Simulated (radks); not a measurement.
Results of a calculation; reference values are marked as such.
All-electron atom: neutral platinum in [Xe] 4f14 5d9 6s1. Level of theory: Dirac Kohn-Sham, PBEsol, spin-unpolarised, spherical densities, finite nucleus; open shells are shared between the two j in proportion to 2j + 1; Fermi nuclear charge, rms radius 5.427 fm (a radial shooting solver on a logarithmic mesh with Libxc functionals). Some entries of the table are withheld. Estimate them.

orbital  occ.  eigenvalue (eV)  <1/r> (bohr^-1)
1s1/2       2              (1)            93.86
2s1/2       2        -13736.19            23.03
2p1/2       2        -13170.48              (2)
2p3/2       4        -11442.59              (3)
3s1/2       2        -3226.062            8.453
3p1/2       2        -2971.040              (4)
3p3/2       4        -2591.262              (5)
3d3/2       4        -2164.678            7.192
3d5/2       6        -2082.786            6.944
4s1/2       2        -692.8069            3.573
4p1/2       2        -584.4688              (6)
4p3/2       4        -493.9284              (7)
4d3/2       4        -316.0326            2.884
4d5/2       6        -299.1927            2.797
5s1/2       2        -101.5720            1.434
4f5/2       6         -71.8805            2.407
4f7/2       8         -68.4255            2.373
5p1/2       2         -66.9656            1.306
5p3/2       4         -51.9820            1.167
5d3/2     3.6          -7.0072              (8)
6s1/2       1          -5.7084           0.4382
5d5/2     5.4          -5.6752              (9)

Answer. 
(1) 1s1/2 eigenvalue (eV): -78244.51
(2) 2p1/2 <1/r> (bohr^-1): 23.00
(3) 2p3/2 <1/r> (bohr^-1): 18.86
(4) 3p1/2 <1/r> (bohr^-1): 8.370
(5) 3p3/2 <1/r> (bohr^-1): 7.293
(6) 4p1/2 <1/r> (bohr^-1): 3.464
(7) 4p3/2 <1/r> (bohr^-1): 3.089
(8) 5d3/2 <1/r> (bohr^-1): 0.8114
(9) 5d5/2 <1/r> (bohr^-1): 0.7713
